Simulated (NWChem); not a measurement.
Molecule: C2H3BF2O; SMILES B(CF)(C=O)F

```xyz
9

O     -1.0072     1.7141    -0.4699
C     -0.5169     1.1400     0.4921
B      0.6199     0.0847     0.1302
F      1.8681     0.5130    -0.0372
C      0.2863    -1.4248    -0.1673
F     -1.0211    -1.7273     0.2227
H     -0.8806     1.3621     1.5225
H      0.9794    -2.0984     0.3590
H      0.3961    -1.6434    -1.2411
```
Atoms are numbered in this order, from 1.

Geometry: optimised at B3LYP/6-31G* (spherical d).

Question: Give the principal values of the shielding tensors (ppm) of O1, C2, B3, F4, C5 from PBE0/pcSseg-1, GIAO (NWChem), with their diamagnetic and paramagnetic parts as GIAO splits them.

Answer: 
```json
[
 {"atom": "O1", "σ11": "-1547.4", "σ22": "-569.4", "σ33": "449.2", "isotropic": "-555.9", "diamagnetic": "399.4", "paramagnetic": "-955.3"},
 {"atom": "C2", "σ11": "-176.5", "σ22": "-98.9", "σ33": "99.2", "isotropic": "-58.7", "diamagnetic": "253.5", "paramagnetic": "-312.2"},
 {"atom": "B3", "σ11": "-3.3", "σ22": "66.9", "σ33": "101.7", "isotropic": "55.1", "diamagnetic": "190.1", "paramagnetic": "-135.0"},
 {"atom": "F4", "σ11": "28.0", "σ22": "132.8", "σ33": "454.8", "isotropic": "205.2", "diamagnetic": "470.6", "paramagnetic": "-265.4"},
 {"atom": "C5", "σ11": "69.3", "σ22": "78.1", "σ33": "164.9", "isotropic": "104.1", "diamagnetic": "248.9", "paramagnetic": "-144.8"}
]
```
